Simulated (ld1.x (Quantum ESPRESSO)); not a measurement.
**An all-electron radial function and its pseudo partner (Te)**

Columns: radius, all-electron u(r) and pseudo u(r) of the 5p shell (level -6.11 eV) of tellurium in the configuration [Kr] 4d10 5s1.75 5p4.25; PBEsol, scalar-relativistic, TM semilocal scheme, ld1.x (Quantum ESPRESSO) 7.5.

| r (bohr) | all-electron | pseudo |
| --- | --- | --- |
| 0.095 | 0.0822 | -0.0022 |
| 0.190 | -0.1710 | -0.0089 |
| 0.285 | -0.1620 | -0.0199 |
| 0.380 | 0.0166 | -0.0353 |
| 0.475 | 0.1940 | -0.0551 |
| 0.570 | 0.2953 | -0.0793 |
| 0.665 | 0.3119 | -0.1078 |
| 0.760 | 0.2626 | -0.1405 |
| 0.855 | 0.1718 | -0.1775 |
| 0.950 | 0.0601 | -0.2187 |
| 1.045 | -0.0574 | -0.2640 |
| 1.140 | -0.1712 | -0.3128 |
| 1.235 | -0.2757 | -0.3645 |
| 1.330 | -0.3679 | -0.4179 |
| 1.425 | -0.4468 | -0.4713 |
| 1.520 | -0.5125 | -0.5223 |
| 1.615 | -0.5657 | -0.5686 |
| 1.710 | -0.6075 | -0.6080 |
| 1.805 | -0.6388 | -0.6389 |
| 1.900 | -0.6611 | -0.6611 |
| 1.995 | -0.6753 | -0.6753 |
| 2.090 | -0.6826 | -0.6826 |
| 2.185 | -0.6839 | -0.6839 |
| 2.280 | -0.6804 | -0.6804 |
| 2.375 | -0.6726 | -0.6726 |
| 2.470 | -0.6614 | -0.6614 |

How many radial nodes do the two functions have?

The all-electron 5p function has n − l − 1 = 3; the pseudo-wave has 0, since the states of the same l below it are removed with the core.

At about which radius was the pseudo-wave matched?

1.90 bohr. The columns agree to 0.0005 from 1.71 bohr on; several derivatives are matched, so the curves merge somewhat inside the radius.

Where does each function peak?

Outermost all-electron maximum near 2.19 bohr, pseudo maximum near 2.19 bohr (to the table’s step).

Is the pseudo-wave norm-conserving?

Yes: the TM semilocal scheme keeps the norm inside the radius equal to the all-electron one, which fixes the energy derivative of the logarithmic derivative at the level.
